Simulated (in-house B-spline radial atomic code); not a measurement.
Values are calculated unless marked as measured or tabulated.
Stopping and range of 50 keV B in InSb

The pair potential comes from two frozen, spherical free-atom densities (PBE, B-spline radial code, scalar-relativistic past argon): electrostatics plus the change in Thomas-Fermi kinetic and Dirac exchange energy where they overlap, the recipe behind the universal ZBL potential, which averages such potentials (from solid-state densities) over many pairs. It is written V = (Z1 Z2 e²/r) φ(r/a), with e² = 14.3996 eV·Å and a = 0.46850 Å/(Z1^0.23 + Z2^0.23); ZBL's fit is φ = 0.18175 e^(−3.1998x) + 0.50986 e^(−0.94229x) + 0.28022 e^(−0.4029x) + 0.02817 e^(−0.20162x). Where φ falls below 4e-4 it is continued as an exponential.

The target is taken as amorphous, with density 5.77 g/cm³ (NSM archive of the Ioffe Institute); channelling is ignored. Masses: B 10.81, In 114.82, Sb 121.76 u. Nuclear stopping is S_n = 4π a Z1 Z2 e² M1/(M1 + M2) × s_n(ε), with s_n integrated over impact parameters for each pair. Electronic stopping is Lindhard and Scharff's S_e = Z1^(1/6) 8π e² a0 Z1 Z2/(Z1^(2/3) + Z2^(2/3))^(3/2) × v/v0, with a0 = 0.529177 Å and v = v0 at 24.801 keV/u; it misses the oscillations with Z1 seen in experiment, which reach tens of per cent. Compounds add by atom fraction.

```
target atom    a (Å)  ε at this energy  s_n, this pair  s_n, ZBL potential
         In  0.12026             1.558          0.2786              0.2799
         Sb  0.11957             1.495          0.2809              0.2831
```

Task: What are the atom density and the stopping powers at entry?

Result: N = 5.77 × 0.602214/118.29 = 0.02938 atoms/Å³. For In: S_n = 458.8 × 0.2786 = 127.8 eV·Å², S_e = 1.7982 × √50000 = 402.1 eV·Å². For Sb: S_n = 449.9 × 0.2809 = 126.4 eV·Å², S_e = 1.8110 × √50000 = 405 eV·Å². Averaged over the target's atoms (half each) and times N × 10 Å/nm, the ion loses N S_n = 37.3 eV/nm to recoils and N S_e = 119 eV/nm to electrons; the nuclear share is 24 %.

Along the track:

```csv
E (keV),N S_n (eV/nm),N S_e (eV/nm)
2.5,41.8,26.5
7.5,47,45.9
15,46.3,64.9
25,43.6,83.8
37.5,40.2,103
50,37.3,119
```

Task: Estimate the path length and the projected range.

Result: With continuous slowing down the path is the integral of dE/(N (S_n + S_e)). Trapezoids over the table give 398 nm, and the stretch below the first row, with stopping taken as √E, adds 2E/(N S) = 73 nm: 472 nm in all, against 452 nm on a fine grid from 5 eV. Deflections shorten the depth: to first order in the energy passed on, N (S_n + S_e) dR_p/dE = 1 − N S_n (M2/M1) R_p/(2E), summed over the target's atoms, and integrating this on the fine grid gives R_p = 138 nm, 0.30 of the path. Lindhard's rule of thumb R/(1 + M2/3M1), with mean M2/M1 = 10.94, gives 97.2 nm; it assumes that nuclear stopping leads, so it comes too short here. On the ZBL potential the same equation gives 137 nm, and the full integral equation, which keeps hard collisions, 142 nm.
